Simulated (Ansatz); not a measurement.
Total energies of the cluster PtAu₂ (the lowest singlet isomer of a short search) from Ansatz at revPBE-D4/def2-TZVP, gas phase (1 Eh = 27.2114 eV = 2625.5 kJ/mol). The reference geometry is relaxed at B3LYP-D4/def2-TZVP.

```csv
atom,x (Å),y (Å),z (Å)
Pt1,0.2864,-1.3968,0.1310
Au2,1.1825,0.9245,-0.5528
Au3,-1.4689,0.4723,0.4218
```

```tsv
state	geometry	energy (Eh)
charge 0 singlet	reference	-391.10681
charge 1 doublet	reference	-390.81557
charge 0 triplet	relaxed at B3LYP-D4/def2-TZVP	-391.07636
charge 0 quintet	relaxed at B3LYP-D4/def2-TZVP	-391.03465
free Pt atom (triplet)	–	-119.35103
free Au atom (doublet)	–	-135.79630
```

In the def2 sets Au, Pt take a core potential; there is no spin–orbit coupling.

Q: Work out the vertical ionisation energy to the doublet.

A: E(charge 1 doublet) − E(charge 0 singlet) = -390.81557 − (-391.10681) = 0.29124 Eh = 7.93 eV. For comparison, −ε of the highest occupied level is 4.73 eV at this level, 3.20 eV less.

Q: Which of the charge 0 states is lowest, and how far above it are the others?

A: The singlet. triplet: -391.07636 − (-391.10681) = 0.03045 Eh = 79.9 kJ/mol; quintet: -391.03465 − (-391.10681) = 0.07216 Eh = 189.5 kJ/mol.

Q: What is the binding energy per atom against free atoms?

A: Atoms: 1 × (-119.35103) + 2 × (-135.79630) = -390.94363 Eh. Binding: -390.94363 − (-391.10681) = 0.16318 Eh = 4.44 eV, or 1.48 eV for each of 3 atoms (no zero-point energy, no counterpoise term).

This restricted singlet of an open-shell metal (gap down to 0.59 eV) wasn't tested against broken symmetry. At revPBE-D4/def2-TZVP the gap within one spin of the charge 1 doublet nearly closes, so an electron or hole may be smeared out by delocalisation error. At revPBE-D4/def2-TZVP the gap within one spin of the charge 0 triplet nearly closes, so an electron or hole may be smeared out by delocalisation error. 

The structure comes from a short search, and lower isomers may exist.
